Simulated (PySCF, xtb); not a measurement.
Al(GeH3)(OH)2 (AlGeH5O2), SMILES [OH][Al]([OH])[GeH3].

GFN2-xTB (xtb) at its own geometry gives an orbital gap of 4.57 eV and a dipole moment of 2.14 D.

Coordinates come from a PBE0-D3(BJ)/def2-SVP optimisation. The structure was generated by enumeration; whether it is a known compound was not checked. Other conformers were not sampled.

**Question.** What does PySCF with HF/def2-TZVP give? (An estimate is asked for; the answer gives what the named calculation found.)

**Answer.** gap 12.68 eV (levels -10.56 and 2.12 eV), dipole 2.93 D.
